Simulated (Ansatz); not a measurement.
C$_{2}$H$_{9}$InN$_{2}$ (SMILES C[N](C)[InH][NH2]), singlet, geometry from GFN2-xTB (such geometries of metal compounds can be far from the true shape) (all electrons, no relativity); SC-NEVPT2/STO-3G, CASSCF(6,5) (Ansatz, a first-principles code).

Here is a job for Ansatz.
Ansatz 0.2 input:
```yaml
crystal:
  periodic: [false, false, false]
  atoms:
    - {symbol: In, position_ang: [0.11565234, 0.07555509, -0.67156581]}
    - {symbol: H, position_ang: [1.37690165, -0.58438264, -1.67414126]}
    - {symbol: N, position_ang: [-1.30901315, 1.46826391, -1.22160027]}
    - {symbol: H, position_ang: [-1.16065712, 1.85094170, -2.15090402]}
    - {symbol: H, position_ang: [-1.28931488, 2.25581504, -0.57830308]}
    - {symbol: N, position_ang: [0.32812128, -0.32768530, 1.35401129]}
    - {symbol: C, position_ang: [1.09153366, -1.49795254, 1.71760698]}
    - {symbol: C, position_ang: [-0.81067434, -0.11346591, 2.21418718]}
    - {symbol: H, position_ang: [1.61003363, -1.31968903, 2.66806439]}
    - {symbol: H, position_ang: [0.46680762, -2.39672821, 1.83614934]}
    - {symbol: H, position_ang: [1.84343123, -1.68738259, 0.94641958]}
    - {symbol: H, position_ang: [-1.44858038, -1.00669644, 2.30791045]}
    - {symbol: H, position_ang: [-0.47192577, 0.16325824, 3.22027627]}
    - {symbol: H, position_ang: [-1.41257306, 0.70712494, 1.81361097]}
basis:
  gaussian:
    orbitals: STO-3G
magnetization: {spin_polarized: false}
correlation: {method: sc_nevpt2, electrons: all, active_space: {window: {electrons: 6, orbitals: 5}}}
```

Task: What does Ansatz print? Leave out banner, timings and long lists.

Result: 
```
Functional definition: HF
779 factors; integrals over basis functions are off by at most 4.2e-5 eV
mean field evaluation 1: about -159739.8243 eV, gradient 2.4e1 eV
mean field evaluation 2: about -159740.0585 eV, gradient 2.4e1 eV
mean field evaluation 4: about -159742.1423 eV, gradient 1.8e0 eV
mean field evaluation 8: about -159742.1578 eV, gradient 4.2e-2 eV
mean field -159742.15783644 eV, -5870.4160233657 hartree, gradient 2.1e-6 eV, S^2 0.000000; 0 other end points of the search recorded, 0 dependent functions left out
reference -159742.15783644 eV, -5870.4160233657 hartree; 42, 42 occupied and 14, 14 virtual orbitals, 779 factors
state -159743.10724210 eV, -5870.4509133801 hartree
state -159743.10724210 eV, -5870.4509133801 hartree; corrected -159748.71160024 eV, -5870.6568697431 hartree
state -159743.06753771 eV, -5870.4494542706 hartree
state -159743.06753771 eV, -5870.4494542706 hartree; corrected -159748.63680647 eV, -5870.6541211228 hartree
state -159743.10724210 eV, -5870.4509133801 hartree; corrected -159748.71160024 eV, -5870.6568697431 hartree
state -159743.06632428 eV, -5870.4494096781 hartree
state -159743.06632428 eV, -5870.4494096781 hartree; corrected -159748.63648997 eV, -5870.6541094914 hartree
state -159743.10724210 eV, -5870.4509133801 hartree; corrected -159748.71160024 eV, -5870.6568697431 hartree
2 active orbitals were swapped for others, from the solution at -159743.06748766 eV, -5870.4494524316 hartree to that at -159743.10723143 eV, -5870.4509129880 hartree; typed "places" are swapped only where nearly empty or full, and so, without "given_window_search", are "orbital_numbers", "shells" and a window whose orbitals a file names under [Active]
Total energy: -159748.71160024 eV, -5870.6568697431 hartree
```
